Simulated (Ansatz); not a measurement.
Start from `C[CH2][AlH][CH2]N` and change one atom or group to get `C[CH2][AlH][SeH]`.

Ansatz, PBE0-D4/def2-TZVP geometries, multiplicity 1. Each molecule was computed in one conformer, which needn't be the lowest.

Scalar relativity is left out up to krypton. Spin–orbit coupling is left out; it splits and shifts lone-pair levels of the heavy atoms by tenths of an eV.

```
                                        property  `C[CH2][AlH][CH2]N`
               LUMO energy (PBE/def2-TZVPP) / eV                -1.61
           LUMO energy (ωB97M-V/def2-TZVPP) / eV                 0.70
              HOMO energy (PBE0/def2-TZVPP) / eV                -6.56
           HOMO energy (ωB97M-V/def2-TZVPP) / eV                -8.93
size of the dipole moment (B3LYP/def2-TZVPP) / D                 1.15
              LUMO energy (PBE0/def2-TZVPP) / eV                -0.83
```

Task: Give the same properties after the change, and the shifts. (An estimate is asked.)

Result: Ansatz gave: 
```tsv
property	`C[CH2][AlH][SeH]`	shift
LUMO energy (PBE/def2-TZVPP) / eV	-1.76	-0.15
LUMO energy (ωB97M-V/def2-TZVPP) / eV	0.58	-0.12
HOMO energy (PBE0/def2-TZVPP) / eV	-7.24	-0.68
HOMO energy (ωB97M-V/def2-TZVPP) / eV	-9.37	-0.44
size of the dipole moment (B3LYP/def2-TZVPP) / D	1.71	0.56
LUMO energy (PBE0/def2-TZVPP) / eV	-1.02	-0.19
```

With PBE0 the HOMO falls by 0.68 eV and the LUMO falls by 0.19 eV, so the gap widens by about 0.49 eV. PBE moves the HOMO by -1.02 eV and ωB97M-V by -0.44 eV. The zero-point energy changes by -118.4 kJ/mol with -12 modes. Dipoles are sizes alone; their direction can turn.

B3LYP here is the variant with VWN-RPA as its local correlation; programs differ in this.
